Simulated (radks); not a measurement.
The numbers below are computed, except where a source is named.
Spin polarisation of the 3d2 shell in neutral titanium. Start: [Ar] 3d(up 1, down 1) 4s2; electrons of 3d are moved from spin down to spin up, other shells keep equal spins. Code: a radial shooting solver on a logarithmic mesh with Libxc functionals. Model: scalar-relativistic Kohn-Sham, PBE, spin-polarised, spherical densities, point nucleus.

moment (Bohr magnetons)  E - E(0) (eV)  e(3d up) (eV)  e(3d down) (eV)  4s down minus up (eV)
0                                0.000         -4.259           -4.259                  0.000
0.5                             -0.047         -4.435           -4.061                  0.123
1                               -0.187         -4.588           -3.841                  0.246
1.5                             -0.420         -4.717           -3.600                  0.370
2                               -0.745         -4.819           -3.336                  0.495

At moment 2 the spin-polarisation energy is -0.745 eV and the 3d exchange splitting 1.483 eV, that is 0.742 eV per Bohr magneton; E = -I m^2/4 would give I = 0.745 eV.
